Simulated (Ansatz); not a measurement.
Process, species as SMILES: [SiH][SiH3] (SiH-SiH3) (closed-shell singlet) → 4 H atom + 2 Si atom
B3LYP-D3(BJ)/def2-TZVP geometries, fixed; electronic energies without zero-point terms.

Basis-set convergence of the atomisation energy at B3LYP with Ansatz (a program for electronic structure). Cartesian d functions, on some or all atoms, in 6-31G*, 6-31+G*, 6-311G**, 6-311+G**; all else is spherical. The program fits the integrals of some runs and decomposes those of others, by size. Open shells are unrestricted. No added dispersion term, no relativity. Functions are those of the species that has most. Reference: the value in aug-pcseg-3, 362.71 kcal/mol, itself unsure by roughly 0.26 kcal/mol (its mean distance from aug-cc-pV(Q+d)Z, cc-pV(5+d)Z, def2-QZVPPD). Deviations are taken from unrounded values.

```tsv
basis	functions	atomisation energy (kcal/mol)
6-31G*	46	357.74
6-31+G*	54	358.19
def2-SVP	56	359.57
def2-SVPD	80	361.01
pcseg-1	56	357.41
aug-pcseg-1	90	358.15
cc-pV(D+d)Z	66	358.33
aug-cc-pV(D+d)Z	100	357.68
6-311G**	78	357.65
6-311+G**	86	357.70
def2-TZVP	98	362.30
def2-TZVPD	122	362.48
pcseg-2	124	361.20
aug-pcseg-2	192	362.01
cc-pV(T+d)Z	134	362.72
aug-cc-pV(T+d)Z	202	362.40
def2-TZVPP	140	362.81
def2-TZVPPD	164	362.93
cc-pV(Q+d)Z	248	363.23
aug-cc-pV(Q+d)Z	362	363.30
def2-QZVPP	260	362.67
def2-QZVPPD	284	362.70
pcseg-3	260	362.65
aug-pcseg-3	374	362.71
```

What the diffuse functions change, pair by pair:
- 6-31G* to 6-31+G*: 8 more functions, deviation -4.97 to -4.52 kcal/mol
- def2-SVP to def2-SVPD: 24 more functions, deviation -3.14 to -1.70 kcal/mol
- pcseg-1 to aug-pcseg-1: 34 more functions, deviation -5.30 to -4.56 kcal/mol
- cc-pV(D+d)Z to aug-cc-pV(D+d)Z: 34 more functions, deviation -4.38 to -5.03 kcal/mol
- 6-311G** to 6-311+G**: 8 more functions, deviation -5.06 to -5.01 kcal/mol
- def2-TZVP to def2-TZVPD: 24 more functions, deviation -0.41 to -0.23 kcal/mol
- pcseg-2 to aug-pcseg-2: 68 more functions, deviation -1.51 to -0.71 kcal/mol
- cc-pV(T+d)Z to aug-cc-pV(T+d)Z: 68 more functions, deviation 0.01 to -0.31 kcal/mol
- def2-TZVPP to def2-TZVPPD: 24 more functions, deviation 0.10 to 0.22 kcal/mol
- cc-pV(Q+d)Z to aug-cc-pV(Q+d)Z: 114 more functions, deviation 0.52 to 0.59 kcal/mol
- def2-QZVPP to def2-QZVPPD: 24 more functions, deviation -0.04 to -0.01 kcal/mol
- pcseg-3 to aug-pcseg-3: 114 more functions, deviation -0.06 to 0.00 kcal/mol

Leaving out the reference's own pair, they bring the value nearer the reference by more than 0.26 kcal/mol in 4 of 11 pairs.
